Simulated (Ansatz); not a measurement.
Cost and result up the ladder for the cluster Zn₅Cu₂ (7 atoms). The state is a singlet with charge 0. Geometry: B3LYP-D4/def2-SVP.

```csv
atom,x (Å),y (Å),z (Å)
Cu1,0.425,-1.197,0.856
Cu2,-0.210,0.595,-0.418
Zn3,-0.878,-3.074,1.887
Zn4,-0.332,0.930,-2.810
Zn5,-2.280,1.842,-0.598
Zn6,2.663,-1.964,1.680
Zn7,0.613,2.867,-0.598
```

Ansatz on 4 threads of Arm Neoverse N1 on a shared host. Times are rough, and most runs start from the orbitals of an earlier one. PBE0-D4/def2-TZVP serves as the yardstick here, not as an exact answer. Differences are given only for rows in sets of like size (and for xTB, whose basis is part of the method), since another set adds its own error. Binding counts from free atoms at the same level (Cu doublet, Zn singlet; other spins of the atoms weren't run), without zero-point energy or a counterpoise term.

Correlated methods freeze 63 core orbitals. The rows differ in basis, and correlated rows in double-zeta sets carry the largest basis error. No other spin state of charge 0 was run. Another isomer (singlet) lies 0.68 eV lower at PBE0-D4/def2-TZVP; other spin states weren't run for this one.

Correlated methods converge slowly with the basis, most of all in double-zeta sets.

```json
{"level": "LDA (SPW92)/def2-TZVP", "functions": "330", "wall time": "9.5 s", "binding energy per atom (eV)": "1.02", "difference from PBE0-D4/def2-TZVP (eV)": "0.39", "remarks": "–"}
{"level": "PBE-D4/def2-TZVP (with forces)", "functions": "330", "wall time": "20 s", "binding energy per atom (eV)": "0.77", "difference from PBE0-D4/def2-TZVP (eV)": "0.14", "remarks": "–"}
{"level": "BLYP-D4/def2-TZVP", "functions": "330", "wall time": "20 s", "binding energy per atom (eV)": "0.64", "difference from PBE0-D4/def2-TZVP (eV)": "0.00", "remarks": "–"}
{"level": "MP2/def2-SVP", "functions": "217", "wall time": "23 s", "binding energy per atom (eV)": "0.59", "difference from PBE0-D4/def2-TZVP (eV)": "–", "remarks": "test for broken spin undecided"}
{"level": "r2SCAN-D4/def2-TZVP", "functions": "330", "wall time": "37 s", "binding energy per atom (eV)": "0.78", "difference from PBE0-D4/def2-TZVP (eV)": "0.15", "remarks": "–"}
{"level": "PBE0-D4/def2-TZVP", "functions": "330", "wall time": "51 s", "binding energy per atom (eV)": "0.64", "difference from PBE0-D4/def2-TZVP (eV)": "0.00", "remarks": "–"}
```
